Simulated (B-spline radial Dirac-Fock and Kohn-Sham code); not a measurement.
Magnetic form factor of the 4f shell of Tb¹³⁺

System: terbium as Tb¹³⁺, configuration 1s2 2s2 2p6 3s2 3p6 3d10 4s2 4p6 4d10 4f4 5s2.

Input file task.json (cfg lists n, l and occupation; rrms is the nuclear radius in fm):

```json
{"items": [{
  "Z": 65,
  "q": 13,
  "cfg": [[1, 0, 2], [2, 0, 2], [2, 1, 6], [3, 0, 2], [3, 1, 6], [3, 2, 10], [4, 0, 2], [4, 1, 6], [4, 2, 10], [4, 3, 4], [5, 0, 2]],
  "A": 159,
  "rrms": 5.06,
  "do": ["scatter"],
  "s": [0.0, 0.05, 0.1, 0.15, 0.2, 0.25, 0.3, 0.35, 0.4, 0.45, 0.5, 0.6, 0.7, 0.8, 0.9, 1.0, 1.1, 1.2, 1.4, 1.6, 1.8, 2.0, 2.5, 3.0, 3.5, 4.0, 5.0, 6.0],
  "pz": [0, 0.1, 0.14, 0.19, 0.25, 0.34, 0.47, 0.64, 0.87, 1.2, 1.6, 2.2, 3.0, 4.1, 5.5, 7.5, 10.0, 14.0, 19.0, 26.0, 35.0],
  "hv_scatter": [2000, 5000, 8047.8, 17479.3, 50000, 200000, 500000, 1000000]
}]}
```

Command: `python xray_run.py task.json out`

These are calculated numbers from a radial B-spline solver; the model is relativistic Hartree-Fock (Dirac-Fock) wave functions, averaged over the configuration. ⟨j_K⟩ is the integral of the 4f radial density with the spherical Bessel function j_K(4πsr), s = sin θ/λ.

Hund's rules give S = 2, L = 6, J = 4 for 4f4, so g = 0.600, and the dipole approximation is F = ⟨j0⟩ + C₂⟨j2⟩ with C₂ = (2 − g)/g = 2.333.

```
s (Å⁻¹)     ⟨j0⟩    ⟨j2⟩    ⟨j4⟩    ⟨j6⟩  F (dipole)
      0   1.0000  0.0000  0.0000  0.0000      1.0000
   0.05   0.9910  0.0036  0.0000  0.0000      0.9994
    0.1   0.9644  0.0141  0.0001  0.0000      0.9973
   0.15   0.9218  0.0307  0.0004  0.0000      0.9934
    0.2   0.8655  0.0520  0.0013  0.0000      0.9869
   0.25   0.7985  0.0765  0.0030  0.0001      0.9769
    0.3   0.7239  0.1024  0.0057  0.0002      0.9628
   0.35   0.6451  0.1280  0.0097  0.0005      0.9438
    0.4   0.5652  0.1519  0.0150  0.0010      0.9196
   0.45   0.4868  0.1729  0.0216  0.0018      0.8902
    0.5   0.4120  0.1902  0.0293  0.0030      0.8558
    0.6   0.2795  0.2121  0.0468  0.0069      0.7744
    0.7   0.1743  0.2174  0.0651  0.0127      0.6816
    0.8   0.0967  0.2092  0.0816  0.0202      0.5847
    0.9   0.0431  0.1917  0.0945  0.0288      0.4904
      1   0.0084  0.1692  0.1029  0.0376      0.4032
    1.1  -0.0123  0.1449  0.1070  0.0459      0.3258
    1.2  -0.0233  0.1212  0.1072  0.0529      0.2595
    1.4  -0.0287  0.0801  0.0991  0.0625      0.1583
    1.6  -0.0242  0.0499  0.0848  0.0657      0.0921
```

Radial moments of the shell: ⟨r²⟩ = 0.4926, ⟨r⁴⟩ = 0.4360, ⟨r⁶⟩ = 0.6148 in powers of bohr.
